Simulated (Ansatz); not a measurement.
Coupled-cluster run, CH9BSSi2, SMILES `BS[SiH2][SiH2]C`.

```yaml
crystal:
  periodic: [false, false, false]
  atoms:
    - {symbol: B, position_ang: [-2.034879, 0.462080, 1.800230]}
    - {symbol: S, position_ang: [-0.319485, 0.411057, 2.244810]}
    - {symbol: Si, position_ang: [0.379398, -1.193597, 0.962429]}
    - {symbol: Si, position_ang: [0.314962, -0.472685, -1.262060]}
    - {symbol: C, position_ang: [1.289143, 1.117404, -1.447167]}
    - {symbol: H, position_ang: [-2.709501, 1.274481, 2.354443]}
    - {symbol: H, position_ang: [-2.491495, -0.284739, 0.987863]}
    - {symbol: H, position_ang: [1.775404, -1.466712, 1.401494]}
    - {symbol: H, position_ang: [-0.441208, -2.406373, 1.216468]}
    - {symbol: H, position_ang: [0.869496, -1.542870, -2.139656]}
    - {symbol: H, position_ang: [-1.110968, -0.262971, -1.637300]}
    - {symbol: H, position_ang: [1.234540, 1.486591, -2.473555]}
    - {symbol: H, position_ang: [2.340348, 0.961149, -1.195684]}
    - {symbol: H, position_ang: [0.891247, 1.888085, -0.783419]}
basis:
  gaussian: {orbitals: def2-TZVPP}
correlation: {method: ccsd_t}
```

```sh
$ ansatz run in.yaml --threads 4 --pin off --events-out ev --progress --plain --max-ram 10444MiB
```

Log, shortened:

```
Functional definition: HF
1783 factors; integrals over basis functions are off by at most 1.1e-3 eV
mean field evaluation 1: about -28385.9851 eV, gradient 2.9e1 eV
mean field evaluation 2: about -28386.2906 eV, gradient 2.9e1 eV
mean field evaluation 4: about -28389.3406 eV, gradient 3.6e0 eV
mean field evaluation 8: about -28389.4023 eV, gradient 1.6e-1 eV
mean field -28389.40251594 eV, -1043.2912994326 hartree, gradient 4.4e-6 eV, S^2 0.000000; 0 other end points of the search recorded, 0 dependent functions left out
17 core orbitals not correlated: weight in the atoms' cores, before any rotation towards them, 1.000 or more for the frozen orbitals, at most 0.000 for the correlated occupied ones
reference -28389.40251594 eV, -1043.2912994326 hartree; 15, 15 occupied and 282, 282 virtual orbitals, 1783 factors
second order -19.30334120 eV of doubles, -0.00000000 eV of singles
cycle   1  -20.73875679 eV  change    -1.4e0 eV  update   1.1e-1
cycle   2  -21.35647168 eV  change   -6.2e-1 eV  update   3.3e-2
cycle   3  -21.44644573 eV  change   -9.0e-2 eV  update   1.6e-2
cycle   4  -21.43745522 eV  change    9.0e-3 eV  update   5.5e-3
cycle   5  -21.43569255 eV  change    1.8e-3 eV  update   2.6e-3
cycle   6  -21.43580596 eV  change   -1.1e-4 eV  update   8.8e-4
cycle   7  -21.43587327 eV  change   -6.7e-5 eV  update   3.0e-4
cycle   8  -21.43600610 eV  change   -1.3e-4 eV  update   1.1e-4
cycle   9  -21.43601846 eV  change   -1.2e-5 eV  update   3.3e-5
perturbative correction -0.88924344 eV, -0.0326790938 hartree
Total energy: -28411.72777784 eV, -1044.1117376749 hartree
```

Run time 4.2 min (4 threads of an AMD EPYC 9R45 on a shared host); peak host memory 4 GiB.

Correlation energy per correlated electron: -0.744 eV. T1 diagnostic: 0.0137.
